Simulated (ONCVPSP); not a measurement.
## zinc: one change to an ONCV potential, before and after

* Element: zinc (Zn)
* Generator: ONCVPSP 4.0.1
* Type: optimised norm-conserving Vanderbilt (ONCV)
* Functional: PBEsol
* Relativity: scalar-relativistic
* Frozen core: [Ar]
* Valence charge: 12
* Reference configuration: 3d10 4s1 (charge +1)
* Partial waves: 4s: rc 1.65 bohr, ncon 4, nbas 8, qcut 3.8 1/bohr, 1 projector; p scattering state at 0.15 Ha: rc 1.80 bohr, ncon 4, nbas 9, qcut 4.4 1/bohr, 2 projectors, debl 2.9 Ha; 3d: rc 0.85 bohr, ncon 3, nbas 7, qcut 19.4 1/bohr, 1 projector
* Local potential: polynomial inside 0.80 bohr (lpopt 5, dvloc0 4 Ha)
* Core correction: polynomial model core, fcfact 0.75

In the p channel the program set the typed energies aside and used 0.050, 2.950 Ha.

All-electron outer shells of the reference configuration (PBEsol, scalar-relativistic, ld1.x):

```tsv
shell	level (eV)	outermost node (bohr)	outermost maximum (bohr)
3p	-92.94	0.25	0.59
3d	-19.79	–	0.57
4s	-13.99	0.84	1.99
```

Change: all radii but the core radius scaled by about 1.20 (s 1.98, p 2.14, d 1.02 bohr); local potential polynomial inside 0.96 bohr (lpopt 5, dvloc0 4 Ha).

Cutoffs: the cutoffs (Ha) at which the residual kinetic energy of the hardest occupied pseudo-wave falls to 1 and 0.1 mHa per electron; they do not see the model core or the augmentation charge, which bear on the density cutoff. Errors are all-electron minus pseudo energies relative to the spin-unpolarised reference configuration.

Task: Predict the effect on cutoff, ghosts and configuration errors.

Result: The potential gets softer (135 Ha and 154 Ha → 117 Ha and 134 Ha); both files keep a bound ghost (s); the errors of the 3 common tests hardly move. A larger radius leaves more room for a smooth pseudo-wave, so fewer plane waves are needed.

| quantity | base | changed |
| --- | --- | --- |
| cutoff, loose | 135 Ha | 117 Ha |
| cutoff, tight | 154 Ha | 134 Ha |
| loose cutoff by channel | s 6.5 Ha, d 135 Ha | s 6.3 Ha, d 117 Ha |
| bound ghosts | s | s |
| GHOST(+) flags under 300 eV | p at 100.6 eV | p at 151.5 eV |
| tests with a reliable result | 3 of 4 | 3 of 4 |
| error for 3d10 4s2, meV [ΔE -9.90 eV] | -6.9 | -7.8 |
| error for 3d10 4s0, meV [ΔE 18.35 eV] | -23 | -23 |
| error for 3d9 4s2, meV [ΔE 8.03 eV] | -253 | -272 |
| rms error of d²Exc/dni dnj with the model core, mHa | 1.10 | 1.04 |

 A true bound ghost makes a file unfit for plane-wave use even where its test errors are small: the radial tests pick states by their node count and pass the ghost by.
